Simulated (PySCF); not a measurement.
## Static response to an electric field

C₃H₁₀N₂Si.
Numbering: `[CH2:1]=[N:2][SiH2:3][N:4]([CH3:5])[CH3:6]` (hydrogens: H7, H8 on C1; H9, H10 on Si3; H11, H12, H13 on C5; H14, H15, H16 on C6)

Geometry (GFN2-xTB, Å), atoms numbered from 1 in this order:
```
atom  x, y, z in Å
C1     2.9508    0.4791   -0.5509
N2     1.7773    0.6735   -0.1852
Si3    0.7213   -0.2249    0.8485
N4    -0.7661   -0.2346   -0.0083
C5    -1.2021    0.8696   -0.8271
C6    -1.8669   -1.0257    0.4722
H7     3.5564   -0.3935   -0.2844
H8     3.4421    1.2143   -1.1853
H9     0.7758    0.5336    2.1101
H10    1.0415   -1.6349    1.0985
H11   -1.7348    0.4920   -1.7057
H12   -1.8820    1.5337   -0.2785
H13   -0.3380    1.4404   -1.1523
H14   -1.4930   -1.8727    1.0412
H15   -2.4566   -1.3988   -0.3711
H16   -2.5333   -0.4422    1.1212
```

Level: CAM-B3LYP/def2-SVPD (PySCF), static field, nuclei fixed, core orbitals frozen in the response. The polarisability tensor in these axes (au):

```
x   96.41  2.65 -4.33
y    2.65 70.86 -6.06
z   -4.33 -6.06 71.28
```

Question: What are the eigenvalues, a third of the trace, and Δα (Δα² = ½Σ(αi − αj)² over the three pairs)?

Answer: Principal values 64.96, 75.94 and 97.65 au; mean 79.52 au = 11.78 Å³ = 13.11 × 10⁻⁴⁰ C²·m²/J; Δα = 28.81 au (36 % of the mean).

Question: What is the dipole moment, and where does it point?

Answer: (0.54, -0.56, -0.19) D, 0.80 D in size, pointing from the negative to the positive side. Measured along this direction, the outermost atoms are H12 at the negative end and H7 at the positive end.

Question: What would n − 1 = 2πNα be for an ideal gas of these molecules at 400 K and 1 atm, electronic part alone?

Answer: N = p/kT = 1.8347 × 10¹⁹ cm⁻³, so n − 1 = 2π × N × 11.78 × 10⁻²⁴ cm³ = 1358 × 10⁻⁶ at long wavelengths, for an ideal gas.

Question: In a dilute gas of rigid molecules at 250 K, how does the orientational term μ²/3kT compare with the electronic polarisability?

Answer: In Gaussian units μ²/3kT = 6.23 Å³ against 11.78 Å³, a ratio of 0.53; the Debye molar polarisation (4π/3)N_A(α + μ²/3kT) is 45.4 cm³/mol, leaving out the vibrational part.

Question: In TDDFT the mean static polarisability is Σ f/ω² over all singlet excitations (ω in hartree). How much of it do the 8 lowest give? Their energies (eV) and oscillator strengths: 4.07, 0.0001; 5.33, 0.0023; 5.96, 0.0278; 6.26, 0.0369; 6.57, 0.0104; 6.90, 0.0162; 7.18, 0.0026; 7.34, 0.0823.

Answer: They add up to 2.94 au, 3.7 % of the 79.52 au; the largest single term is 1.13 au, from the state at 7.34 eV. Terms in order: 0.00, 0.06, 0.58, 0.70, 0.18, 0.25, 0.04, 1.13 au. Higher excitations give the rest. The strengths listed sum to 0.179.

Question: What are the principal values of the traceless quadrupole moment, Θ = ½Σq(3rr − r²1), about the centre of nuclear charge?

Answer: -5.46, -2.70, 8.17 D·Å. The values depend on the origin, since the dipole doesn't vanish. The electronic extent ⟨r²⟩ about the same centre is 891 bohr², a root-mean-square distance of 2.11 Å for the 56 electrons.

Question: Molar refractivity from α?

Answer: Lorentz–Lorenz: R = (4π/3)N_A α = 2.5225 cm³/(mol·Å³) × 11.78 Å³ = 29.7 cm³/mol, in the limit of long wavelengths.

Isolated species at its GFN2-xTB geometry (one conformer only).
